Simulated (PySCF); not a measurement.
C3H9PTe.
Bonds: C1–P2, P2–C3, P2–C4, P2–Te5 (double). Hydrogens: H6, H7, H8 on C1; H9, H10, H11 on C3; H12, H13, H14 on C4.

A GFN2-xTB structure was refined with PBE0-D3(BJ)/def2-SVP geometry optimisation, gas phase, def2 core potentials past Kr in PySCF 2.14.0. Its GFN2-xTB values:

```csv
coordinate,GFN2-xTB
C1–P2,1.856 Å
C1–H6,1.102 Å
P2=Te5,2.294 Å
C1–P2–C3,103.1°
C1–P2–C4,102.1°
C1–P2–Te5,115.1°
```

How do these coordinates change at the PBE0-D3(BJ)/def2-SVP level?

```tsv
coordinate	PBE0-D3(BJ)/def2-SVP (Å or °)	change
P2=Te5	2.349	+0.055
C1–P2	1.824	-0.032
C1–H6	1.101	-0.001
C1–P2–C4	104.2	+2.1
C1–P2–C3	104.5	+1.4
C1–P2–Te5	114.3	-0.8
```

The energy falls by 13.4 kJ/mol over 9 energy and gradient evaluations, the largest force component goes from 0.0343 to 3.8e-04 Eh/bohr, and the atoms move by 0.030 Å rms after alignment. The bond that changes most is P2=Te5 (ends: phosphorus bonded to 3 C and Te; tellurium bonded to P), which lengthens by 0.055 Å. Bonds longer at the end by more than 0.005 Å: 6 of 13; shorter: 5. Rotational constants go from 3631, 1107, 1100 to 3568, 1089, 1088 MHz.

The run used 131 basis functions and 62 SCF cycles in all.

Whether it is a minimum is left open (no frequencies).
